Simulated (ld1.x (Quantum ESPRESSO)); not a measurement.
What the settings do to the TM potential of phosphorus

Base potential:

```
Element                 : phosphorus (P)
Generator               : ld1.x (Quantum ESPRESSO) 7.5
Type                    : norm-conserving Troullier–Martins (Kleinman–Bylander form)
Functional              : PBE
Relativity              : scalar-relativistic
Frozen core             : [Ne]
Valence charge          : 5
Reference configuration : 3s2 3p3
Partial waves           : 3s (bound): rc 1.75 bohr; 3p (bound): rc 1.40 bohr; 3d channel at -0.15 Ry: rc 1.55 bohr
Local potential         : all-electron potential smoothed inside 1.20 bohr (lloc = -1)
Core correction         : a·sin(br)/r model core inside 1.40 bohr
```

All-electron outer shells of the reference configuration (PBE, scalar-relativistic, ld1.x):

```json
{"shell": "2s", "level (eV)": "-173.99", "outermost node (bohr)": "0.14", "outermost maximum (bohr)": "0.42"}
{"shell": "2p", "level (eV)": "-124.49", "outermost node (bohr)": "–", "outermost maximum (bohr)": "0.36"}
{"shell": "3s", "level (eV)": "-13.97", "outermost node (bohr)": "0.65", "outermost maximum (bohr)": "1.58"}
{"shell": "3p", "level (eV)": "-5.51", "outermost node (bohr)": "0.64", "outermost maximum (bohr)": "1.83"}
```

Cutoffs, loose and tight: the cutoffs (Ry, on a coarse ladder) from which the occupation-weighted sum of valence levels, in a spherical-Bessel basis at the reference potential, stays within 10 and 1 mRy of its value at 400 Ry. They do not see the model core or the augmentation charge, which bear on the density cutoff. Test errors are all-electron minus pseudo excitation energies from the reference, over the configurations 3s2 3p2; 3s2 3p1; 3s2 3p0; 3s2 3p2.5; 3s2 3p3.3; 3s1 3p3; 3s1 3p4. A dash means not determined; rows that change the core or the reference have their own tests.

A true bound ghost makes a file unfit for plane-wave use even where its test errors are small: the radial tests pick states by their node count and pass the ghost by.

```tsv
change	outcome	cutoff, loose	cutoff, tight	bound ghosts	largest test error (meV)
base	generated	35 Ry	60 Ry	none	+59
wave 3p (bound): rc 1.40 bohr becomes 3p (bound): rc 0.90 bohr	generated	over 300 Ry	over 300 Ry	p	+177
wave 3p (bound): rc 1.40 bohr becomes 3p (bound): rc 1.04 bohr	generated	200 Ry	260 Ry	p	+109
wave 3p (bound): rc 1.40 bohr becomes 3p (bound): rc 1.14 bohr	generated	90 Ry	110 Ry	none	+50
wave 3p (bound): rc 1.40 bohr becomes 3p (bound): rc 1.26 bohr	generated	60 Ry	100 Ry	none	+50
wave 3p (bound): rc 1.40 bohr becomes 3p (bound): rc 1.48 bohr	generated	21 Ry	50 Ry	none	+63
wave 3p (bound): rc 1.40 bohr becomes 3p (bound): rc 1.56 bohr	generated	18 Ry	45 Ry	none	+67
wave 3p (bound): rc 1.40 bohr becomes 3p (bound): rc 1.66 bohr	generated	18 Ry	45 Ry	none	+70
wave 3p (bound): rc 1.40 bohr becomes 3p (bound): rc 1.80 bohr	generated	18 Ry	45 Ry	none	+71
wave 3p (bound): rc 1.40 bohr becomes 3p (bound): rc 1.94 bohr	generated	18 Ry	45 Ry	none	+69
wave 3p (bound): rc 1.40 bohr becomes 3p (bound): rc 2.06 bohr	generated	18 Ry	45 Ry	none	+66
```

Reading the sweep of the p radius (base included, trends over the rows without a ghost): The loose cutoff falls from 90 Ry at 1.14 to 18 Ry at 2.06 bohr. A larger radius leaves more room for a smooth pseudo-wave, so fewer plane waves are needed; a smaller one forces it to follow the all-electron wave where it bends sharply. The median size of the test errors (rows with all tests solved) is not monotonic: lowest 2.2 meV at 1.94 bohr, highest 6.0 meV at 1.14 bohr. Bound ghosts are found at 0.9, 1.04 bohr.
